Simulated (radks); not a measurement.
Question: Radial electron density D(r) = 4 pi r^2 rho(r) of an atom or ion with 54 electrons. All-electron calculation, non-relativistic Kohn-Sham, PBE, spin-polarised, spherical densities, point nucleus. Program: a radial shooting solver on a logarithmic mesh with Libxc functionals.

r (bohr)  D(r) (e/bohr)
0.00318           11.07
0.003644          13.79
0.004208          17.27
0.004821          21.17
0.005568          25.98
0.006379          31.15
0.007367          37.22
0.00844           43.37
0.009748          50.07
0.01117           56.22
0.0129            62.10
0.01478           66.57
0.01707           69.68
0.01971           70.81
0.02258           70.05
0.02608           67.77
0.02988           65.09
0.0345            63.04
0.03953           63.18
0.04565           66.55
0.0523            72.81
0.0604            81.40
0.0692            89.01
0.07992           93.57
0.09156           92.64
0.1057            86.31
0.1211            78.01
0.1399            71.29
0.1603            70.20
0.1851            74.49
0.2121            79.50
0.2449            79.41
0.2806            70.72
0.3241            54.48
0.3743            38.19
0.4288            29.24
0.4952            28.30
0.5674            31.50
0.6553            33.01
0.7507            29.66
0.867             22.36
0.9933            15.27
1.147             10.19
1.314             7.972
1.518             7.045
1.739             6.225
2.008             4.848
2.301             3.273
2.657             1.795
3.044            0.8489
3.516            0.3139
4.028           0.09912
4.652           0.02252
5.33           0.004193
6.155         0.0005055

What is the nuclear charge?

Answer: Z = 56. The innermost maximum, from 1s, lies near 1/Z = 0.0179 bohr (found: 0.0199), and its height grows with Z. The density is that of the barium ion Ba2+ in [Xe]; the configuration itself is not fixed sharply by these data, and Z only to a few units. D(r) has 4 maxima, at r = 0.0199, 0.0839, 0.228, 0.640 bohr, and minima at 0.0368, 0.154, 0.468 bohr, inside which lie 2.00, 11.40, 28.98 electrons.
